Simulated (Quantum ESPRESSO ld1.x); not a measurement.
Nd2+, configuration [Xe] 4f4. Method: Dirac Kohn-Sham, PBE, spin-unpolarised, spherical densities, point nucleus; open shells fill j = l - 1/2 first; computed with ld1.x of Quantum ESPRESSO 7.5.

Radial electron density D(r) = 4 pi r^2 rho(r):

r (bohr)  D(r) (e/bohr)
0.00222           11.64
0.002937          17.66
0.003886          26.07
0.005142          37.10
0.006803          50.32
0.009002          64.14
0.01191           75.52
0.01576           80.84
0.02085           78.47
0.02759           72.43
0.0365            72.49
0.0483            85.35
0.06391           101.6
0.08456           100.8
0.1119            83.05
0.148             78.65
0.1959            90.37
0.2592            76.40
0.3429            42.27
0.4537            35.91
0.6003            40.44
0.7943            26.63
1.051             13.40
1.39              9.208
1.84              5.652
2.434             2.013
3.221            0.3814
4.262           0.03780
5.639          0.002119

D(r) has 4 maxima, at r = 0.0165, 0.0726, 0.204, 0.568 bohr, and minima at 0.0319, 0.134, 0.412 bohr, inside which lie 2.01, 11.17, 29.15 electrons.
